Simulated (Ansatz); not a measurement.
`CNC(N)[SiH3]` → 2 C• + 10 H• + 2 N• + Si•  (atomization)

Gas-phase electronic energies from Ansatz, PBE0-D4/def2-TZVP geometries. CCSD(T)/CBS adds triple-zeta CCSD(T) − MP2 to the extrapolated MP2 energy (def2 sets, frozen cores). This one scheme is used for every species, atoms too. DFT in def2-TZVPP. No spin–orbit coupling; open shells (•) take unrestricted orbitals. Spin–orbit coupling would lower the free atoms: a little for C, Si. One conformer a species, not always the lowest.

```csv
level,ΔE (kcal/mol)
PBE-D4,1267.0
ωB97M-V,1251.2
B2PLYP,1232.4
PBE,1259.8
SCS-MP2/def2-TZVPP,1224.3
CCSD/def2-TZVPP,1194.5
HF/def2-QZVPP,884.3
MP2/def2-QZVPP,1237.6
```

**Question.** What does CCSD(T)/CBS give? (Best estimate.)

**Answer.** The calculation gave: +1245.7 kcal/mol. The listed levels differ from it by 21.3, 5.5, -13.3, 14.1, -21.4, -51.2, -361.4, -8.1 kcal/mol.

Largest T1 diagnostic among the species: 0.012.

From PBE to PBE0 (25 % exact exchange), in def2-TZVPP and without D4, ΔE moves by −19.2 kcal/mol: exact exchange takes away binding that semilocal exchange gives to molecules. In def2-TZVPP, CCSD(T) changes the Hartree–Fock value by +328.8 kcal/mol (the triples alone add +16.6 kcal/mol) and MP2 by +334.7 kcal/mol; breaking electron pairs costs correlation energy, which Hartree–Fock lacks. The D4 term adds +11.5 kcal/mol with B3LYP and +6.1 kcal/mol with PBE0; it sums over pairs of atoms, weighted by their polarisabilities, and B3LYP, whose exchange is more repulsive, gets the larger term.

B3LYP here is the variant with VWN-RPA as its local correlation; programs differ in this.

For atomizations the MP2-based limit and the directly extrapolated one differ by several kJ/mol either way, and by 10 to 25 for some Ge, Se and Sn compounds, so smaller differences from it don't rank the levels.
